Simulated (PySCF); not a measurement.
# Löwdin shares of the frontier orbitals

(HBNH)3 ring, B3H6N3.
Cartesian coordinates in Å at the PBE0-D3(BJ)/def2-SVP level; atoms count from 1:
```
atom  x, y, z in Å
B1    -0.1530    0.8987   -1.1216
H2    -0.2810    1.6500   -2.0609
N3    -1.1776    0.7587   -0.1386
B4    -1.0562   -0.1198    0.9792
H5    -1.9414   -0.2223    1.7972
N6     0.1500   -0.8731    1.0938
B7     1.2097   -0.7781    0.1431
H8     2.2215   -1.4306    0.2609
N9     1.0286    0.1170   -0.9531
H10   -2.0244    1.3023   -0.2389
H11    0.2566   -1.5029    1.8777
H12    1.7672    0.2002   -1.6387
```

The calculation used TDDFT CAM-B3LYP/def2-SVPD, vertical, gas phase, core orbitals frozen in the response in PySCF.

Kohn–Sham orbitals with the atoms that hold most of them (Löwdin shares over 4%, at most four atoms; ? is withheld):

```json
{"orbital": "LUMO+2", "ε (eV)": "1.34", "atoms": "B4 30%, B1 23%, N3 13%, N6 10%"}
{"orbital": "LUMO+1", "ε (eV)": "1.34", "atoms": "B7 35%, B1 14%, N9 12%, N6 11%"}
{"orbital": "LUMO", "ε (eV)": "0.98", "atoms": "?"}
{"orbital": "HOMO", "ε (eV)": "-9.57", "atoms": "N9 40%, N3 27%, B4 8%, B7 8%"}
{"orbital": "HOMO-1", "ε (eV)": "-9.57", "atoms": "N6 44%, N3 20%, B1 8%, B7 8%"}
{"orbital": "HOMO-2", "ε (eV)": "-10.65", "atoms": "B4 20%, B1 18%, H5 17%, H2 15%"}
{"orbital": "HOMO-3", "ε (eV)": "-10.65", "atoms": "B7 24%, H8 21%, N9 10%, B1 10%"}
```

Task: Give the leading atoms of the LUMO.

Result: B7 (bonded to 2 N and H) 24%; B4 (bonded to 2 N and H) 24%; B1 (bonded to 2 N and H) 24%; H11 (bonded to N) 6%. By element: boron 70%, hydrogen 6% or more.

Within 0.005 eV of a neighbour in this list lie HOMO-3/HOMO-2, HOMO-1/HOMO and LUMO+1/LUMO+2 (point group found: D3h); within a degenerate set the shares of single atoms can hang on how the components are chosen.

Task: The HOMO–LUMO gap is 10.55 eV. Where does the response calculation put the lowest singlet, and from which orbitals?

Result: S1 is at 6.92 eV (f = 0.0000), 3.63 eV below the gap, made of HOMO-1/HOMO→LUMO+1/LUMO+2 (≥75%). Its leading pair isn't HOMO and LUMO; the energies of that pair differ by 10.91 eV. Without the coupling terms of the response equations the lowest excitation would equal the gap.

Next come S2 at 7.59 eV (f 0.0000), HOMO-1/HOMO→LUMO (≥82%); S3 at 7.59 eV (f 0.0000), HOMO-1/HOMO→LUMO (≥82%); S4 at 7.85 eV (f 0.0000), HOMO-1/HOMO→LUMO+1/LUMO+2 (≥75%); S5 at 7.95 eV (f 0.029), HOMO-3/HOMO-2→LUMO+1/LUMO+2 (≥92%).

Orbitals of the list HOMO-3 to LUMO+2 that lie within 0.01 eV of each other are written together with a slash and their weights summed (≥ marks a lower bound); for degenerate orbitals outside that list single weights are arbitrary.

Hardware: Intel Xeon at 2.50 GHz, one thread, no GPU, shared host with 64 logical CPUs at a one-minute load of 55. Cost: 67 s of wall time (with the writing of density and orbital grids), 0.85 GiB resident at most.

One conformer stands for the species.
